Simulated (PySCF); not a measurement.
Spectrum to structure. Method: TDDFT CAM-B3LYP/def2-SVPD, vertical, gas phase, core orbitals frozen in the response in PySCF. Geometries: GFN2-xTB, one conformer each.

```tsv
state	λ (nm)	f
S1	250.8	0.037
S2	226.7	0.0004
S3	220.8	0.246
S4	196.8	0.0011
S5	194.4	0.0052
S6	189.4	0.0000
S7	186.1	0.0062
S8	182.0	0.608
```

Question: Which structure fits? All have the formula C6H9NSi.
A. `C(/C(CC#C[SiH3])=N\[H])=C`
B. `N#CC[C@@H]1C=CC[SiH2]1`
C. `N[SiH2]C1=C[C@@H]2C=C[C@H]12`
D. `[SiH3]Nc1ccccc1`
E. `C=C[Si@H]1C[C@@H](C#N)C1`

Answer: D. Its S1 lies at 4.94 eV; the nearest of the others has S1 at 4.62 eV. S1 is HOMO→LUMO (86%), HOMO-1→LUMO+2 (11%). Löwdin shares by element: HOMO carbon 41% or more, nitrogen 26% (atoms not listed hold the other 34%); LUMO carbon 69% or more (atoms not listed hold the other 31%). At the same level the other candidates give, for their lowest levels:
- `N#CC[C@@H]1C=CC[SiH2]1`: 181 nm (f 0.010); 176 nm (f 0.129); 171 nm (f 0.094); 165 nm (f 0.005); 161 nm (f 0.002); T1 4.48 eV; HOMO -8.85, LUMO 0.83 eV
- `C=C[Si@H]1C[C@@H](C#N)C1`: 200 nm (f 0.003); 196 nm (f 0.176); 178 nm (f 0.004); 169 nm (f 0.023); 167 nm (f 0.103); T1 4.11 eV; HOMO -9.22, LUMO -0.04 eV
- `N[SiH2]C1=C[C@@H]2C=C[C@H]12`: 229 nm (f 0.012); 216 nm (f 0.024); 197 nm (f 0.034); 194 nm (f 0.010); 183 nm (f 0.009); T1 3.77 eV; HOMO -8.25, LUMO 0.48 eV
- `[H]/N=C(\C=C)CC#C[SiH3]`: 268 nm (f 0.006); 213 nm (f 0.006); 209 nm (f 0.213); 202 nm (f 0.058); 198 nm (f 0.002); T1 3.54 eV; HOMO -8.88, LUMO -0.43 eV

Conformer computed: `[SiH3:1][NH:2][c:3]1[cH:4][cH:5][cH:6][cH:7][cH:8]1`: Si1–N2–C3–C4 180°.
Triplets come from the Tamm–Dancoff approximation.
